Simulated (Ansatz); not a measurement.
Basis-set series for F3HSSi, SMILES `F[Si](F)(F)S`. Total charge 0; spin multiplicity 1. The structure was optimised at the PBE0-D4/def2-TZVP level. It is one conformer, not always the lowest.

```
functional       basis  functions  energy (Eh)  HOMO (eV)  LUMO (eV)
   PBE0-D4  def2-TZVPP        191   -987.67810      -8.55      -0.14
   PBE0-D4  def2-QZVPP        341   -987.71767      -8.58      -0.33
   ωB97M-V  def2-TZVPP        191   -988.11632     -10.77       1.74
   ωB97M-V  def2-QZVPP        341   -988.15342     -10.81       1.22
```

(1) Give the rows for def2-SVP. (Estimate.)

Answers

(1) Computed: 
```csv
functional,basis,functions,energy (Eh),HOMO (eV),LUMO (eV)
PBE0-D4,def2-SVP,83,-987.03621,-8.45,0.25
ωB97M-V,def2-SVP,83,-987.46965,-10.64,2.22
```

Positive LUMOs are unbound and depend on the basis.
